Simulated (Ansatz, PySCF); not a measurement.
Species: CH₆BO₂Si (charge 0, doublet). SMILES: [CH2][SiH2]B(O)O
Geometry: optimised at B3LYP-D3(BJ)/def2-TZVP (Ansatz, a first-principles code).

Unscaled harmonic wavenumbers (cm⁻¹) in rising order, each level at the stationary point that it reaches from this structure (no distance between atoms moves by over 0.3 Å); the order of modes can differ between levels, and a negative number is imaginary. B3LYP-D3(BJ)/def2-TZVP (PySCF, at the structure above): 43, 119, 124, 279, 324, 358, 504, 556, 561, 594, 615, 687, 735, 790, 844, 938, 1000, 1013, 1275, 1389, 1405, 2199, 2203, 3120, 3207, 3759, 3824.

HF/6-31G* (Ansatz): 38, 98, 125, 304, 342, 384, 548, 565, 576, 606, 655, 753, 763, 892, 923, 1024, 1078, 1113, 1392, 1476, 1548, 2345, 2351, 3291, 3377, 4071, 4144. Zero-point energy 49.7 against 46.4 kcal/mol; where all levels lie over 400 cm⁻¹, the wavenumbers are on average 1.072 times those of B3LYP-D3(BJ)/def2-TZVP.

B3LYP/6-31G* (Ansatz): 42, 112, 135, 281, 314, 358, 505, 558, 560, 580, 625, 691, 731, 796, 855, 935, 1015, 1035, 1298, 1416, 1432, 2213, 2219, 3141, 3228, 3703, 3781. Zero-point energy 46.5 against 46.4 kcal/mol; where all levels lie over 400 cm⁻¹, the wavenumbers are on average 1.005 times those of B3LYP-D3(BJ)/def2-TZVP.
